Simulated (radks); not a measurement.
Task: Species: Au3+. Configuration: [Kr] 4d10 4f14 5s2 5p5.5 5d8 6d0.5 (fractional occupations, a model configuration). All-electron calculation, Dirac Kohn-Sham, exchange-only PBE, spin-unpolarised, spherical densities, finite nucleus; open shells fill j = l - 1/2 first; Fermi nuclear charge, rms radius 5.4371 fm. Program: a radial shooting solver on a logarithmic mesh with Libxc functionals. Some entries of the table are withheld. Estimate them.

| orbital | occ. | eigenvalue (eV) | <1/r> (bohr^-1) |
|---|---|---|---|
| 1s1/2 | 2 | -80652.28 | 95.68 |
| 2s1/2 | 2 | -14253.45 | (1) |
| 2p1/2 | 2 | -13674.32 | 23.49 |
| 2p3/2 | 4 | -11838.71 | 19.14 |
| 3s1/2 | 2 | -3394.647 | 8.634 |
| 3p1/2 | 2 | -3133.250 | 8.549 |
| 3p3/2 | 4 | -2728.198 | 7.416 |
| 3d3/2 | 4 | -2292.598 | 7.314 |
| 3d5/2 | 6 | -2205.523 | 7.056 |
| 4s1/2 | 2 | -768.2003 | 3.653 |
| 4p1/2 | 2 | -656.5353 | 3.544 |
| 4p3/2 | 4 | -559.3723 | 3.151 |
| 4d3/2 | 4 | -376.2905 | (2) |
| 4d5/2 | 6 | -358.1913 | (3) |
| 5s1/2 | 2 | -147.6819 | 1.486 |
| 4f5/2 | 6 | -123.3625 | 2.483 |
| 4f7/2 | 8 | -119.5442 | 2.447 |
| 5p1/2 | 2 | -111.1353 | 1.363 |
| 5p3/2 | 3.5 | -94.1687 | 1.223 |
| 5d3/2 | 4 | (4) | 0.9389 |
| 5d5/2 | 4 | (5) | 0.9077 |
| 6s1/2 | 0 | -34.8016 | 0.5687 |
| 6p1/2 | 0 | -26.5909 | 0.4871 |
| 6p3/2 | 0 | -24.3801 | 0.4476 |
| 6d3/2 | 0.5 | (6) | (7) |
| 6d5/2 | 0 | (8) | (9) |
| 5f5/2 | 0 | -11.1353 | 0.3038 |
| 5f7/2 | 0 | -11.1129 | 0.3021 |

Result: 
(1) 2s1/2 <1/r> (bohr^-1): 23.52
(2) 4d3/2 <1/r> (bohr^-1): 2.948
(3) 4d5/2 <1/r> (bohr^-1): 2.857
(4) 5d3/2 eigenvalue (eV): -44.2565
(5) 5d5/2 eigenvalue (eV): -42.3351
(6) 6d3/2 eigenvalue (eV): -14.7413
(7) 6d3/2 <1/r> (bohr^-1): 0.3226
(8) 6d5/2 eigenvalue (eV): -14.4959
(9) 6d5/2 <1/r> (bohr^-1): 0.3175
